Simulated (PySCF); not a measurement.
# [Nd(H2O)2]2+ at several levels of theory

Computed with PySCF 2.14.0 (density fitting, no spin-orbit coupling) at the geometry relaxed with PBE0:

```xyz
7
[Nd(H2O)2]2+ (singlet in the valence; each metal's 4f electrons, 4 of them, lie in its core potential, out of spins and levels)
Nd    0.0000    0.0000    0.0000
O     0.0000    0.0000    2.5317
H     0.5397    0.5397    3.1365
H    -0.5397   -0.5397    3.1365
O     0.0000    0.0000   -2.5317
H     0.5397   -0.5397   -3.1365
H    -0.5397    0.5397   -3.1365
```

| level | basis | state | HOMO (eV) | gap (eV) | charge on Nd1 (e) | population of f-type functions on Nd1 (polarisation alone where 4f lies in the core) | dipole about the centre of mass (D) | largest force component (eV/Å) |
| --- | --- | --- | --- | --- | --- | --- | --- | --- |
| PBE0 | Nd lcecp-0-SVP with ECP50, O def2-SVP, H def2-SVP | singlet | – | – | 1.60 | 0.01 | 0.00 | 0.00 |
| M06-L | the same | singlet | – | – | 1.63 | 0.01 | 0.00 | 0.05 |
| PBE0 | Nd lcecp-0-TZVP with ECP50, O def2-TZVP, H def2-TZVP | singlet | – | – | 1.79 | 0.02 | 0.00 | 0.39 |

In the lcecp rows the 4f levels are missing from HOMO and gap, and the state counts the valence alone.

Charges are Mulliken's, which hang on the basis. The relaxation used the grid (50, 194), these runs (75, 302) or, all-electron (x2c bases, spin-free X2C Hamiltonian), (99, 590).

(1) What does HF with Nd lcecp-0-SVP with ECP50, O def2-SVP, H def2-SVP give here?

A frequency check found unstable modes (2, the lowest at -25 cm⁻¹), so the relaxed geometry is a saddle point, or these are noise. An lcecp potential fixes the number of 4f electrons, so in runs with it no electron can move into or out of that shell; real Nd(II) is rare or takes another configuration.

Answers

(1) state singlet, charge on Nd1 (e) 1.73, population of f-type functions on Nd1 (polarisation alone where 4f lies in the core) 0.01, dipole about the centre of mass (D) 0.00, largest force component (eV/Å) 1.48. Time: 1.4 s on 2 threads of Arm Neoverse V1 (shared host), from an already converged density.
